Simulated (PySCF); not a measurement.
## HIO: breathing scan

Level of theory: PBE0/[I def2-TZVP with ECP28, O def2-TZVP, H def2-TZVP], scalar-relativistic core potentials, density fitting, no spin–orbit coupling, PySCF.

Rigid scan from the singlet minimum (I–H 1.653 Å, I–O 1.830 Å; H–I–O 104.1°). Coordinate: all bonds to the central atom scaled together. Energies in kJ/mol from the minimum.

```
scale of all bonds to the centre  E (kJ/mol)  dipole size (D)
                            0.88       158.5             3.29
                            0.92        61.2             3.58
                            0.96        13.3             3.82
                            1.00         0.0             4.02
                            1.04        10.4             4.19
                            1.08        36.6             4.32
                            1.14        94.1             4.45
                            1.22       186.5             4.54
                            1.35       339.7             4.52
```

At long bonds a restricted determinant can lie too high, and another spin state can fall below this curve.

The scan took 7.4 s on 2 threads of a shared Arm Neoverse V1 host; the process peaked at 0.78 GiB.
